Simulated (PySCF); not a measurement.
OPb, SMILES [O]=[Pb] (connectivity only; charge and spin as stated), neutral, multiplicity 1.

Geometry: B3LYP-D3(BJ)/def2-TZVP. The def2 effective core potentials stand for the cores of Pb; spin–orbit coupling is left out.

Two levels are set side by side: PBE/def2-TZVPD (PySCF) and ωB97X/def2-TZVPD (PySCF). Same geometry, gas phase. Differences are taken from unrounded values.

| quantity | ωB97X | PBE | PBE minus ωB97X |
|---|---|---|---|
| orbital gap (eV) | 9.07 | 3.24 | -5.82 |
| highest occupied level (eV) | -9.59 | -6.21 | 3.37 |
| lowest empty level (eV) | -0.52 | -2.97 | -2.45 |
| dipole moment (D) | 5.20 | 4.40 | -0.80 |
| mean polarisability (bohr³) | 43.4 | 45.7 | 2.4 |

Without exact exchange PBE keeps part of each electron's self-repulsion, which lifts occupied levels and narrows the gap. PBE's more diffuse valence density responds more strongly to a field. Differences between two approximate levels are no errors against the true value.

Rough cost on one machine, each run with all the roots and properties that it gave: ωB97X against PBE within a factor of 2.
